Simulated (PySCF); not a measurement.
## Relaxation of triplet CoO₂(OH)

These are results of UPBE0/[Co def2-TZVP, O def2-TZVP, H def2-TZVP], no relativity, density fitting, PySCF, not measurements. A (50,194) grid was used.

A start displaced from a saddle point along its imaginary mode, with no symmetry imposed:

Coordinates in bohr (charge 0 multiplicity 3):
```
Co    0.0507    0.0667    0.0178
O     2.9871    0.1590   -0.0346
O    -1.4933    2.5652   -0.0154
O    -1.4731   -2.7999    0.0142
H    -3.2937   -2.6979   -0.4724
```

(1) What forces act on the atoms at the start (eV/Å)?

(2) What does it relax to?

(3) How much energy is released, and in how many steps?

## Answers

(1) 
```
atom     Fx     Fy     Fz
 Co1  -0.02  -0.06   0.03
  O2   0.01   0.02  -0.01
  O3   0.00   0.03  -0.01
  O4  -1.48   0.09  -0.39
  H5   1.49  -0.08   0.39
```

(2) It ends at Cs with Co–O 1.560 Å (×2), Co–O 1.706 Å, O–H 0.964 Å; Co–O–H 116.5°, O–Co–O 117.5°, O–Co–O 120.2° (×2) (after a last refinement on a finer grid). A frequency run shows a minimum. Other isomers or separated fragments may lie lower.

(3) 5.6 kJ/mol in 27 steps.

Open d and f shells are described by one determinant, and the ground state may have another occupation or spin.

The relaxation took 2.1 min on 4 threads of a shared Arm Neoverse V2 host, with 144 basis functions and 33 gradients; the process peaked at 1.7 GiB.
